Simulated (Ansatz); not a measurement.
Co2S2. The state is a singlet with charge 0. Geometry r2SCAN-D4/def2-SVP.

Cartesian coordinates in Å:
```
Co 0.5201 0.9862 0.0761
Co -0.5201 -0.9862 -0.0761
S 1.4954 -0.8037 0.1944
S -1.4954 0.8037 -0.1944
```

The restricted singlet is unstable towards broken spin symmetry at other levels; at LDA (SPW92)/def2-TZVP, r2SCAN-D4/def2-TZVPD, PBE0-D4/def2-TZVPD this wasn't settled. At LDA (SPW92)/def2-TZVP an occupied level lies above an empty one. At PBE-D4/def2-TZVP, r2SCAN-D4/def2-TZVP the restricted singlet is unstable: a solution with broken spin symmetry lies lower. The order of the spin states hangs on the level: the quintet lies 3.00 eV below the singlet at PBE0-D4/def2-TZVP, but 0.09 eV above it at LDA (SPW92)/def2-TZVP. The structure comes from a short search, and lower isomers may exist.

(1) Estimate the orbital energies around the gap (eV) in Ansatz with LDA (SPW92)/def2-TZVP, PBE-D4/def2-TZVP, r2SCAN-D4/def2-TZVP, r2SCAN-D4/def2-TZVPD, PBE0-D4/def2-TZVPD.

## Answers

(1) 
```csv
orbital,LDA (SPW92)/def2-TZVP,PBE-D4/def2-TZVP,r2SCAN-D4/def2-TZVP,r2SCAN-D4/def2-TZVPD,PBE0-D4/def2-TZVPD
HOMO−5,-5.83,-5.60,-5.75,-5.81,-6.82
HOMO−4,-5.70,-5.42,-5.42,-5.48,-6.80
HOMO−3,-5.28,-5.10,-5.38,-5.45,-6.76
HOMO−2,-5.24,-5.09,-5.35,-5.41,-6.71
HOMO−1,-4.75,-4.60,-4.98,-5.03,-6.47
HOMO,-4.72,-4.58,-4.86,-4.92,-6.38
LUMO,-4.77,-4.51,-4.43,-4.48,-3.38
LUMO+1,-4.28,-4.04,-4.02,-4.08,-3.35
LUMO+2,-4.10,-3.88,-3.90,-3.97,-3.22
LUMO+3,-2.40,-2.19,-1.86,-2.00,-1.49
LUMO+4,-1.19,-1.02,-0.71,-0.83,-0.28
LUMO+5,1.15,1.35,1.60,0.33,0.65
```
